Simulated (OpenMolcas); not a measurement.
Computed levels of 5d5 in ions with 73 electrons, in cm-1 above 6S 5/2.

```json
{
  "Program": "OpenMolcas 26.06",
  "Method": "SS-CASPT2, IPEA 0.25 Eh, imaginary shift 0.1 Eh",
  "Basis": "ANO-R3",
  "Scalar Hamiltonian": "X2C, finite nucleus",
  "Spin-orbit coupling": "state interaction with AMFI integrals over the reference wave functions, term energies averaged over their components"
}
```

Active space for each ion: 5 electrons in 5 orbitals (5d); closed shells correlated by CASPT2: 5s 5p.

| Level | Re2+ | Os3+ | Ir4+ | Au6+ |
| --- | --- | --- | --- | --- |
| 4G 7/2 | 18180 | 20820 | 23190 | 27360 |
| 4G 11/2 | 19040 | 21900 | 24570 | 29370 |
| 4G 9/2 | 19540 | 22640 | 25580 | 31010 |
| 4P 1/2 | 20650 | 24140 | 27350 | 33160 |
| 4D 7/2 | 22590 | 26690 | 30550 | 37870 |
| 4D 1/2 | 25350 | 30270 | 35020 | 44340 |
| 2I 11/2 | 27710 | 31940 | 36110 | 44310 |
| 2I 13/2 | 30010 | 34880 | 39710 | 49200 |
| 2H 9/2 | 34790 | 40560 | 46090 | 56770 |

Task: Estimate 4G 7/2, 4G 11/2 for Pt5+ from its neighbours Ir4+ and Au6+.

Result: 4G 7/2 is another term, which grows about linearly with the charge: (23190 + 27360) / 2 = 25275. The calculation gives 25340, so the estimate is off by -0.3 %.
4G 11/2 is another term, which grows about linearly with the charge: (24570 + 29370) / 2 = 26970. The calculation gives 27020, so the estimate is off by -0.2 %.

Mixed levels, with the weight of the term that names them: Re2+ 4G 7/2 (70 %), Re2+ 4P 1/2 (59 %), Re2+ 4D 7/2 (73 %), Re2+ 4D 1/2 (63 %), Re2+ 2H 9/2 (51 %), Os3+ 4G 7/2 (67 %), Os3+ 4P 1/2 (60 %), Os3+ 4D 7/2 (70 %), Os3+ 4D 1/2 (65 %), Os3+ 2H 9/2 (51 %), Ir4+ 4G 7/2 (63 %), Ir4+ 4P 1/2 (60 %), Ir4+ 4D 7/2 (65 %), Ir4+ 4D 1/2 (65 %), Ir4+ 2I 11/2 (73 %), Ir4+ 2H 9/2 (51 %), Pt5+ 4G 7/2 (60 %), Pt5+ 4P 1/2 (59 %), Pt5+ 4D 7/2 (60 %), Pt5+ 4D 1/2 (66 %), Pt5+ 2I 11/2 (71 %), Pt5+ 2H 9/2 (51 %), Au6+ 4G 7/2 (56 %), Au6+ 4G 11/2 (71 %), Au6+ 4P 1/2 (59 %), Au6+ 4D 7/2 (54 %), Au6+ 4D 1/2 (67 %), Au6+ 2I 11/2 (68 %), Au6+ 2H 9/2 (51 %).

CASPT2 breaks the degeneracy within a term, and the mean is taken; among the terms shown or strongly mixed into the levels shown the widest spread is 280 cm-1 (5d5 4F, Au6+). Configurations with an s electron lie low in 5d ions of this charge, fall among these levels and mix in, so low-spin terms can stand far too high, up to twice their true height, and weights are not those of the real levels (holds for Re2+). Levels of configurations outside the active space are missing.
